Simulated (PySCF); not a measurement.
**Electron correlation in Xe (xenon, neutral)**

[Xe], closed-shell 1S. All numbers are calculated (PySCF 2.14, scalar relativity through the core potential, in cc-pVDZ-PP with ECP28MDF). Frozen: 4s2 4p6 4d10; 8 electrons correlated.

MP2 pair energies summed by pair of shells (mhartree):

| pair | energy | share (%) |
| --- | --- | --- |
| 5p-5p | -81.37 | 81.9 |
| 5s-5p | -14.07 | 14.2 |
| 5s-5s | -3.90 | 3.9 |

Total MP2 correlation energy: -99.34 mhartree.

Same-spin part -27.90 and opposite-spin part -71.44 mhartree; SCS-MP2 scales them by 1/3 and 6/5 to -95.03 mhartree.

```tsv
level	correlation energy (mhartree)
CCSD	-108.20
(T)	-0.69
CCSD(T)	-108.89
```

Diagnostics: T1 = 0.0028, D1 = 0.0062, largest double amplitude 0.048.

Q: Is a single reference adequate?

A: Yes, within this model without spin-orbit coupling: T1 lies below 0.03 and no double amplitude reaches 0.07.
